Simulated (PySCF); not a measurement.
SMILES C(=C/O)/C(C)C (C5H10O) (GFN2-xTB optimised geometry):

```
16

C      1.473     0.246     0.000
C     -0.058     0.246     0.000
C     -0.593     1.680     0.000
C     -0.569    -0.491     1.207
C     -1.350    -1.562     1.210
O     -1.854    -2.222     0.137
H      1.848     0.740     0.893
H      1.854    -0.773    -0.015
H      1.854     0.773    -0.872
H     -0.398    -0.245    -0.921
H     -1.680     1.682    -0.015
H     -0.232     2.222    -0.872
H     -0.261     2.204     0.893
H     -0.257    -0.089     2.158
H     -1.673    -2.031     2.129
H     -1.558    -1.792    -0.675
```

Level of theory: PBE/def2-TZVP (PySCF 2.14.0).

### Question
What are the frontier orbital energies and the dipole moment?

### Answer
HOMO-2 -8.18 eV, HOMO-1 -7.94 eV, HOMO -5.24 eV, LUMO -0.12 eV, LUMO+1 0.06 eV; dipole moment 1.29 D.

Meta-Löwdin charges at PBE/def2-TZVP: C1 -0.35, C2 -0.05, C3 -0.35, C4 -0.23, C5 0.06, O6 -0.44, H7 0.11, H8 0.12, H9 0.11, H10 0.08, H11 0.12, H12 0.11, H13 0.11, H14 0.12, H15 0.13, H16 0.34.
